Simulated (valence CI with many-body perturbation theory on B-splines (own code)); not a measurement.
## Re³⁺: configurations and terms from energies and g

Level of theory: relativistic CI+MBPT: four valence electrons over a frozen Dirac-Fock core [Xe] 4f14, radial functions for each j: 9 s, 9 p, 10 d, 8 f, 5 g, 3 h, 1 i, with the one-electron correlation potential Σ1 (screened to all orders), the two-electron term Σ2, the three-electron term Σ3, Breit, model QED; selected single and double excitations, second order for the rest, scaled by the run's own slope (own B-spline code, finite nucleus).

Against 62 measured levels this calculation errs by 914 cm⁻¹ on average and by 1875 at most. These come from a selection out of Brasseur, Gamrath and Quinet, At. Data Nucl. Data Tables 157, 101636 (2024). Levels without a partner in it may be off by more, other configurations by 1,000 to 8,000 cm⁻¹. Among the levels kept, up to 300 cm⁻¹ of a level comes from second order outside the variational space, and about a tenth of that is noise between levels of different J, which matters for small intervals. Only levels of the ground parity were solved; by the run's estimate the other parity begins above the list, which can be wrong where configurations are misplaced.

| No. | J | Parity | E (cm⁻¹) | g |
| --- | --- | --- | --- | --- |
| 2 | 1 | even | 2924 | 1.499 |
| 3 | 2 | even | 5760 | 1.482 |
| 4 | 3 | even | 8148 | 1.466 |
| 5 | 4 | even | 9993 | 1.428 |
| 8 | 1 | even | 19690 | 1.422 |
| 10 | 2 | even | 20195 | 0.776 |
| 11 | 5 | even | 20829 | 1.068 |
| 12 | 6 | even | 22747 | 1.130 |
| 19 | 5 | even | 30126 | 1.165 |
| 20 | 1 | even | 32082 | 0.585 |
| 21 | 6 | even | 32233 | 1.037 |

Energies count from the lowest level. Strongly mixed levels and levels close to another of their J and parity, and those with J = 0 are left out, so the numbers can have gaps.

**Question.** Give configuration and LS term of each level.

**Answer.** 2: 5d4 5D; 3: 5d4 5D; 4: 5d4 5D; 5: 5d4 5D; 8: 5d4 3P; 10: 5d4 3F; 11: 5d4 3H; 12: 5d4 3H; 19: 5d4 3G; 20: 5d4 3D; 21: 5d4 1I.
